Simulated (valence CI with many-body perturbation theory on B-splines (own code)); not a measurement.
# E1 transitions of Kr22+

Computed by valence CI with perturbative core correlation (CI+MBPT): four valence electrons over a frozen Dirac-Fock core [Ne], radial functions for each j: 11 s, 11 p, 10 d, 8 f, 5 g, 2 h, with the one-electron correlation potential Σ1, the two-electron term Σ2, the three-electron term Σ3, Breit, model QED; selected CI, second order for the rest, scaled by the run's own slope (own B-spline code, finite nucleus).

No measured levels were compared; by estimate levels of excited configurations hold to 0.05 to 0.15 % of their energy, terms of the ground configuration to about 0.5 %. Among the levels kept, up to 780 cm⁻¹ of a level comes from second order outside the variational space, and about a tenth of that is noise between levels of different J, which matters for small intervals.

Lines 201 to 250 of 571 in falling wavelength, among levels below 2193300 cm⁻¹, chosen from the strongest by gf and those to the six lowest levels. Wavelengths and rates use the calculated energies, so an error of 400 cm⁻¹ moves a line at 14.26 nm by 0.057 % and its rate by three times that or more. Electric multipoles are in the length gauge, E1 and E2 with the static RPA response of the core. Weak lines are less certain than strong ones. Lines between different terms over intervals too small for the method are left out, as are lines whose strength nearly cancels. Where a level lies close to another of its J and parity, the split of strength between their lines is uncertain. The highest levels of a list are the least certain.

Names give the largest LS component (configuration and term), which can be under half, so a name can repeat, a term be missing and a line seem to break the LS rules; names also repeat where a configuration has a term twice. Letters in brackets count levels of one name in rising energy.

| λ vac (nm) | Upper | Lower | A (s⁻¹) | S (a.u.) with core polarisation | S without |
| --- | --- | --- | --- | --- | --- |
| 14.26 | 3p³3d ⁵D°_3 | 3s3p²3d ⁵F_3 | 5.61e+09 | 5.62e-02 | 5.78e-02 |
| 14.26 | 3s3p3d² ⁵F°_3 [a] | 3s3p²3d ³F_4 [a] | 4.78e+09 | 4.79e-02 | 4.92e-02 |
| 14.25 | 3s²3p3d ³P°_1 [b] | 3s²3p² ¹S_0 | 2.06e+08 | 8.82e-04 | 9.10e-04 |
| 14.25 | 3s3p²3d ³D_3 [c] | 3s²3p3d ³F°_3 | 6.05e+09 | 6.05e-02 | 6.23e-02 |
| 14.21 | 3s3p²3d ³P_2 [b] | 3s²3p3d ³F°_2 | 1.06e+10 | 7.51e-02 | 7.73e-02 |
| 14.21 | 3p³3d ³D°_2 [c] | 3s3p²3d ³D_3 [b] | 7.26e+09 | 5.14e-02 | 5.28e-02 |
| 14.21 | 3p³3d ³D°_2 [b] | 3s3p²3d ³F_2 [b] | 8.55e+09 | 6.05e-02 | 6.22e-02 |
| 14.20 | 3s²3p3d ³D°_1 | 3s²3p² ¹D_2 | 3.87e+10 | 1.64e-01 | 1.69e-01 |
| 14.19 | 3s3p²3d ⁵F_2 | 3s3p³ ⁵S°_2 | 1.25e+09 | 8.79e-03 | 9.02e-03 |
| 14.19 | 3s3p3d² ³D°_3 | 3s3p²3d ³D_2 [b] | 5.45e+09 | 5.38e-02 | 5.53e-02 |
| 14.18 | 3s3p²3d ³P_1 [c] | 3s²3p3d ³P°_2 [b] | 4.39e+10 | 1.86e-01 | 1.91e-01 |
| 14.17 | 3s3p²3d ³D_1 [b] | 3s3p³ ³P°_2 [b] | 2.47e+10 | 1.04e-01 | 1.07e-01 |
| 14.17 | 3s3p²3d ³G_3 | 3s3p³ ³P°_2 [a] | 6.42e+09 | 6.31e-02 | 6.49e-02 |
| 14.11 | 3s²3d² ³P_2 | 3s²3p3d ¹P°_1 | 3.32e+10 | 2.30e-01 | 2.36e-01 |
| 14.07 | 3s3p3d² ³F°_4 | 3s3p²3d ³G_5 | 1.87e+10 | 2.32e-01 | 2.38e-01 |
| 14.07 | 3s3p3d² ³F°_4 | 3s3p²3d ¹F_3 [a] | 1.08e+10 | 1.34e-01 | 1.37e-01 |
| 14.06 | 3s3p²3d ³F_2 [c] | 3s²3p3d ³F°_2 | 2.56e+10 | 1.76e-01 | 1.81e-01 |
| 14.03 | 3s3p3d² ³D°_2 | 3s3p²3d ¹F_3 [a] | 7.37e+09 | 5.02e-02 | 5.16e-02 |
| 14.01 | 3p³3d ³D°_1 [c] | 3s3p²3d ³D_1 [a] | 1.65e+10 | 6.73e-02 | 6.92e-02 |
| 14.00 | 3s3p²3d ¹D_2 [c] | 3s²3p3d ¹F°_3 | 6.58e+10 | 4.45e-01 | 4.57e-01 |
| 14.00 | 3p³3d ³D°_2 [a] | 3s3p²3d ³F_3 [a] | 1.03e+10 | 6.97e-02 | 7.16e-02 |
| 13.95 | 3p³3d ¹F°_3 | 3s3p²3d ¹G_4 | 1.25e+10 | 1.18e-01 | 1.21e-01 |
| 13.93 | 3s²3p3d ³F°_2 | 3s²3p² ³P_1 | 2.53e+09 | 1.69e-02 | 1.73e-02 |
| 13.93 | 3s3p³ ³S°_1 | 3s²3p² ³P_1 | 2.72e+10 | 1.09e-01 | 1.12e-01 |
| 13.91 | 3s²3p3d ³F°_3 | 3s²3p² ³P_2 | 5.89e+09 | 5.48e-02 | 5.62e-02 |
| 13.91 | 3p³3d ³D°_2 [b] | 3s3p²3d ³P_1 [a] | 1.25e+10 | 8.30e-02 | 8.52e-02 |
| 13.90 | 3s3p3d² ³F°_4 | 3s3p²3d ¹G_4 | 3.90e+09 | 4.65e-02 | 4.78e-02 |
| 13.90 | 3s3p3d² ³G°_3 [b] | 3s3p²3d ³D_2 [a] | 1.02e+10 | 9.44e-02 | 9.69e-02 |
| 13.89 | 3s3p²3d ³D_1 [d] | 3s²3p3d ³F°_2 | 2.57e+10 | 1.02e-01 | 1.05e-01 |
| 13.88 | 3s3p3d² ³H°_4 | 3s3p²3d ³G_3 | 3.61e+10 | 4.28e-01 | 4.39e-01 |
| 13.88 | 3s3p²3d ¹F_3 [b] | 3s²3p3d ³P°_2 [b] | 9.63e+09 | 8.89e-02 | 9.13e-02 |
| 13.86 | 3s3p²3d ³D_3 [e] | 3s²3p3d ³F°_4 | 1.38e+10 | 1.27e-01 | 1.30e-01 |
| 13.85 | 3s3p3d² ³H°_5 | 3s3p²3d ³G_4 | 3.83e+10 | 5.53e-01 | 5.67e-01 |
| 13.83 | 3s3p²3d ³P_2 [a] | 3s3p³ ³D°_3 | 2.57e+10 | 1.68e-01 | 1.73e-01 |
| 13.83 | 3s3p3d² ³G°_4 [b] | 3s3p²3d ³D_3 [b] | 5.35e+09 | 6.29e-02 | 6.46e-02 |
| 13.83 | 3s²3d² ¹D_2 | 3s²3p3d ¹P°_1 | 4.29e+10 | 2.80e-01 | 2.87e-01 |
| 13.82 | 3s3p²3d ³D_3 [e] | 3s²3p3d ³P°_2 [a] | 2.43e+10 | 2.21e-01 | 2.28e-01 |
| 13.82 | 3s3p3d² ⁵F°_3 [b] | 3s3p²3d ³P_2 [a] | 5.23e+09 | 4.77e-02 | 4.90e-02 |
| 13.80 | 3s3p²3d ⁵F_3 | 3s3p³ ⁵S°_2 | 2.16e+09 | 1.96e-02 | 2.01e-02 |
| 13.78 | 3s3p²3d ³P_0 [c] | 3s²3p3d ³P°_1 [b] | 7.60e+10 | 9.82e-02 | 1.01e-01 |
| 13.78 | 3p³3d ¹F°_3 | 3s3p²3d ³D_3 [a] | 7.31e+09 | 6.61e-02 | 6.79e-02 |
| 13.76 | 3s3p3d² ⁵D°_3 [a] | 3s3p²3d ³F_3 [a] | 5.83e+09 | 5.25e-02 | 5.40e-02 |
| 13.76 | 3s3p3d² ³G°_3 [b] | 3s3p²3d ¹F_3 [a] | 8.98e+09 | 8.09e-02 | 8.31e-02 |
| 13.76 | 3s3p²3d ³D_2 [c] | 3s3p³ ³S°_1 | 7.70e+09 | 4.95e-02 | 5.08e-02 |
| 13.76 | 3s3p3d² ⁵G°_4 | 3s3p²3d ⁵D_3 | 7.93e+09 | 9.17e-02 | 9.40e-02 |
| 13.74 | 3p³3d ³F°_4 [b] | 3s3p²3d ³F_4 [a] | 3.93e+09 | 4.54e-02 | 4.66e-02 |
| 13.73 | 3s3p3d² ³F°_4 | 3s3p²3d ³D_3 [a] | 1.08e+10 | 1.24e-01 | 1.27e-01 |
| 13.73 | 3s3p²3d ³D_2 [d] | 3s²3p3d ³P°_1 [a] | 1.29e+10 | 8.24e-02 | 8.47e-02 |
| 13.72 | 3s3p²3d ³D_3 [c] | 3s²3p3d ³F°_2 | 5.90e+09 | 5.26e-02 | 5.41e-02 |
| 13.67 | 3s3p3d² ⁵D°_4 [a] | 3s3p²3d ⁵P_3 | 1.15e+10 | 1.31e-01 | 1.34e-01 |
